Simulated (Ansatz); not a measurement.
## Run times for C2H6ClNSi (SMILES C=C[SiH](N)Cl)

The species is C2H6ClNSi (11 atoms), meant as a singlet with charge 0. SMILES: `C=C[SiH](N)Cl`. Geometry: relaxed at PBE0-D4/def2-TZVP. This is one conformer, not always the lowest.

```jsonl
{"atom": "C", "x (Å)": "-2.0091", "y (Å)": "-0.2238", "z (Å)": "0.1938"}
{"atom": "C", "x (Å)": "-0.7632", "y (Å)": "-0.6077", "z (Å)": "0.4538"}
{"atom": "Si", "x (Å)": "0.7348", "y (Å)": "0.4660", "z (Å)": "0.2920"}
{"atom": "N", "x (Å)": "1.8683", "y (Å)": "-0.3173", "z (Å)": "-0.7094"}
{"atom": "Cl", "x (Å)": "0.1044", "y (Å)": "2.3196", "z (Å)": "-0.4009"}
{"atom": "H", "x (Å)": "-2.2337", "y (Å)": "0.7837", "z (Å)": "-0.1428"}
{"atom": "H", "x (Å)": "-2.8536", "y (Å)": "-0.8976", "z (Å)": "0.3071"}
{"atom": "H", "x (Å)": "-0.5950", "y (Å)": "-1.6304", "z (Å)": "0.7906"}
{"atom": "H", "x (Å)": "1.4126", "y (Å)": "0.7424", "z (Å)": "1.5787"}
{"atom": "H", "x (Å)": "1.5792", "y (Å)": "-0.7004", "z (Å)": "-1.5956"}
{"atom": "H", "x (Å)": "2.8208", "y (Å)": "0.0085", "z (Å)": "-0.7468"}
```

Program: Ansatz 0.2.0. Hardware: 1 thread of Intel Xeon 6975P-C (Granite Rapids), shared host, so times are rough. Ansatz fits the integrals of SCF and DFT runs by default. Its times include its search for lower SCF states.

Estimate their order by wall time, quickest first.
A. gradient at HF/def2-SVP
B. gradient at HF/STO-3G
C. gradient at HF/aug-cc-pVDZ

B (0.94 s), A (4.8 s), C (16 s).
